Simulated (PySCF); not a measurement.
**Atomic charges against the basis set**

C₃H₈BNO.
Structure used (PBE0-D3(BJ)/def2-SVP), in Å, numbered top down from 1:
```xyz
14
C3H8BNO angstrom
C      1.8210    1.3086    0.4407
C      0.6582    0.6763    0.2330
C      0.5103   -0.8283    0.1255
N     -0.7465   -0.9854   -0.6301
B     -1.6288    0.2884   -0.0689
O     -0.5303    1.2536    0.0842
H      2.7505    0.7438    0.5136
H      1.8474    2.3930    0.5519
H      1.3641   -1.3294   -0.3508
H      0.3479   -1.2665    1.1227
H     -1.2054   -1.8813   -0.4726
H     -0.5869   -0.8806   -1.6336
H     -2.4460    0.6097   -0.9147
H     -2.1084   -0.1102    0.9899
```

PBE0 throughout (PySCF), one geometry, spherical d and f functions. Geometry: PBE0-D3(BJ)/def2-SVP, one conformer, isolated molecule. The first 7 of 11 kinds of atom are listed.

Mulliken charges (e):

```csv
basis,functions,C1,C2,C3,N4,B5,O6,H7
STO-3G,38,-0.237,+0.089,-0.079,-0.341,+0.143,-0.254,+0.061
6-31G,70,-0.426,+0.377,-0.293,-0.786,+0.367,-0.574,+0.137
pcSseg-0,70,-0.421,+0.235,-0.308,-0.841,+0.316,-0.657,+0.193
6-31G*,100,-0.524,+0.429,-0.322,-0.724,+0.235,-0.479,+0.153
cc-pVDZ,124,-0.093,+0.023,+0.009,-0.001,+0.014,-0.219,+0.021
def2-SVP,124,-0.144,+0.046,+0.060,-0.122,+0.051,-0.252,+0.021
"6-311+G(2d,p)",210,-0.801,+0.791,-0.494,-0.320,+0.195,-0.474,+0.108
aug-cc-pVDZ,210,+0.906,+0.653,+0.570,-0.249,-1.098,-0.744,-0.457
def2-TZVP,234,-0.401,+0.188,-0.190,-0.218,-0.044,-0.295,+0.122
IGLO-III,290,-0.424,+0.346,-0.221,-0.404,+0.311,-0.460,+0.084
cc-pVTZ,292,-0.392,+0.187,-0.133,+0.046,-0.095,-0.236,+0.108
pcSseg-2,328,-0.214,+0.212,+0.031,-0.252,+0.343,-0.480,+0.048
```

IAO charges (e):

```json
{"basis": "STO-3G", "functions": "38", "C1": "-0.362", "C2": "+0.087", "C3": "-0.191", "N4": "-0.266", "B5": "-0.039", "O6": "-0.247", "H7": "+0.119"}
{"basis": "6-31G", "functions": "70", "C1": "-0.426", "C2": "+0.183", "C3": "-0.211", "N4": "-0.324", "B5": "-0.022", "O6": "-0.382", "H7": "+0.142"}
{"basis": "pcSseg-0", "functions": "70", "C1": "-0.415", "C2": "+0.175", "C3": "-0.203", "N4": "-0.315", "B5": "-0.026", "O6": "-0.370", "H7": "+0.137"}
{"basis": "6-31G*", "functions": "100", "C1": "-0.428", "C2": "+0.210", "C3": "-0.191", "N4": "-0.310", "B5": "+0.005", "O6": "-0.397", "H7": "+0.138"}
{"basis": "cc-pVDZ", "functions": "124", "C1": "-0.438", "C2": "+0.212", "C3": "-0.190", "N4": "-0.304", "B5": "-0.016", "O6": "-0.391", "H7": "+0.140"}
{"basis": "def2-SVP", "functions": "124", "C1": "-0.426", "C2": "+0.208", "C3": "-0.183", "N4": "-0.298", "B5": "-0.011", "O6": "-0.390", "H7": "+0.135"}
{"basis": "6-311+G(2d,p)", "functions": "210", "C1": "-0.451", "C2": "+0.214", "C3": "-0.195", "N4": "-0.316", "B5": "-0.011", "O6": "-0.405", "H7": "+0.146"}
{"basis": "aug-cc-pVDZ", "functions": "210", "C1": "-0.452", "C2": "+0.215", "C3": "-0.194", "N4": "-0.312", "B5": "-0.015", "O6": "-0.403", "H7": "+0.147"}
{"basis": "def2-TZVP", "functions": "234", "C1": "-0.451", "C2": "+0.217", "C3": "-0.194", "N4": "-0.317", "B5": "-0.007", "O6": "-0.405", "H7": "+0.146"}
{"basis": "IGLO-III", "functions": "290", "C1": "-0.453", "C2": "+0.216", "C3": "-0.196", "N4": "-0.318", "B5": "-0.009", "O6": "-0.406", "H7": "+0.147"}
{"basis": "cc-pVTZ", "functions": "292", "C1": "-0.450", "C2": "+0.217", "C3": "-0.195", "N4": "-0.317", "B5": "-0.008", "O6": "-0.404", "H7": "+0.145"}
{"basis": "pcSseg-2", "functions": "328", "C1": "-0.451", "C2": "+0.216", "C3": "-0.195", "N4": "-0.318", "B5": "-0.006", "O6": "-0.406", "H7": "+0.146"}
```

Question: Which scheme is steadiest as the basis changes?

Answer: Largest range over the bases for any column: IAO 0.16 e, Mulliken 1.71 e. IAO charges move least and Mulliken charges most, counted in e. Without the minimal STO-3G basis the ranges are IAO 0.04, Mulliken 1.71 e.

Question: How much do the charges still move between the two largest bases, cc-pVTZ and pcSseg-2?

Answer: At most, over all atoms: Mulliken 0.438 e, IAO 0.002 e.

Question: What do the same runs give for the total energy, the frontier levels and the dipole moment?

Answer: 
```json
{"basis": "STO-3G", "energy (Eh)": "-270.2059", "HOMO (eV)": "-2.80", "LUMO (eV)": "4.64", "μ (D)": "5.80"}
{"basis": "6-31G", "energy (Eh)": "-273.5676", "HOMO (eV)": "-5.62", "LUMO (eV)": "0.97", "μ (D)": "6.21"}
{"basis": "pcSseg-0", "energy (Eh)": "-273.0308", "HOMO (eV)": "-5.90", "LUMO (eV)": "0.64", "μ (D)": "6.34"}
{"basis": "6-31G*", "energy (Eh)": "-273.6459", "HOMO (eV)": "-5.63", "LUMO (eV)": "1.07", "μ (D)": "5.73"}
{"basis": "cc-pVDZ", "energy (Eh)": "-273.6705", "HOMO (eV)": "-5.78", "LUMO (eV)": "0.63", "μ (D)": "5.66"}
{"basis": "def2-SVP", "energy (Eh)": "-273.4572", "HOMO (eV)": "-5.85", "LUMO (eV)": "0.58", "μ (D)": "5.81"}
{"basis": "6-311+G(2d,p)", "energy (Eh)": "-273.7366", "HOMO (eV)": "-5.99", "LUMO (eV)": "-0.56", "μ (D)": "5.55"}
{"basis": "aug-cc-pVDZ", "energy (Eh)": "-273.6894", "HOMO (eV)": "-5.98", "LUMO (eV)": "-0.73", "μ (D)": "5.47"}
{"basis": "def2-TZVP", "energy (Eh)": "-273.7587", "HOMO (eV)": "-5.97", "LUMO (eV)": "0.06", "μ (D)": "5.54"}
{"basis": "IGLO-III", "energy (Eh)": "-273.7660", "HOMO (eV)": "-5.99", "LUMO (eV)": "-0.24", "μ (D)": "5.52"}
{"basis": "cc-pVTZ", "energy (Eh)": "-273.7523", "HOMO (eV)": "-5.94", "LUMO (eV)": "0.15", "μ (D)": "5.53"}
{"basis": "pcSseg-2", "energy (Eh)": "-273.7607", "HOMO (eV)": "-6.00", "LUMO (eV)": "-0.31", "μ (D)": "5.58"}
```

The dipole is fixed by the density alone, so its range of 0.87 D shows that the density itself changes with the basis, not only its division among atoms.
